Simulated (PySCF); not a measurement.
Compound: C8H13P.
Atom-mapped SMILES: `[CH:1]#[C:2][PH:3][CH:4]1[CH2:5][CH2:6][CH2:7][CH2:8][CH2:9]1`

Cartesian coordinates in Å at the GFN2-xTB level; atoms count from 1:
```
atom  x, y, z in Å
C1     3.4696   -1.0268    0.4071
C2     2.8807   -0.1621   -0.1867
P3     2.1097    1.0309   -1.2350
C4     0.3295    0.7593   -0.7072
C5     0.1258    0.8614    0.8023
C6    -1.3407    0.6322    1.1590
C7    -1.8091   -0.7271    0.6489
C8    -1.6164   -0.8214   -0.8616
C9    -0.1521   -0.5952   -1.2262
H10    3.9638   -1.7616    0.9734
H11    2.3399    2.1019   -0.3523
H12   -0.2504    1.5522   -1.2014
H13    0.7435    0.1089    1.2995
H14    0.4435    1.8455    1.1593
H15   -1.9524    1.4179    0.7083
H16   -1.4673    0.6899    2.2424
H17   -1.2314   -1.5152    1.1374
H18   -2.8612   -0.8763    0.9002
H19   -2.2335   -0.0650   -1.3531
H20   -1.9387   -1.8012   -1.2200
H21   -0.0244   -0.6441   -2.3115
H22    0.4612   -1.3855   -0.7833
```

NICS = −σ at a ghost point: NICS(0) at the centroid of the ring atoms, NICS(1) 1 Å to either side along the normal of their mean plane, zz for the tensor component along that normal. Level: GIAO PBE0/pcSseg-1 (PySCF, non-relativistic, gas phase) on the GFN2-xTB geometry, one conformer.

Ring bond lengths (Å), with Mayer bond orders in brackets: C4–C5 1.527 (0.98), C5–C6 1.527 (1.04), C6–C7 1.526 (1.04), C7–C8 1.526 (1.04), C8–C9 1.526 (1.04), C9–C4 1.528 (0.98).

Question: Give the NICS values of each ring in ppm.

Answer: 
```
             ring                                            type  NICS(0)  NICS(1), two faces  NICS(1)zz, two faces  rms pucker (Å)  centre to ring atoms, mean (Å)
C4–C5–C6–C7–C8–C9  6-membered carbocycle; formal bonds all single     -2.6         -2.2 / -2.6             2.9 / 3.1            0.24                            1.47
```

Question: What do they say, and how far can they be read as aromaticity?

Answer: 
- C4–C5–C6–C7–C8–C9: mean NICS(1)zz 3.0 ppm, near zero. C4, C5, C6, C7, C8, C9 have four or more neighbours, so the value isn't read as a sign of a π ring current.
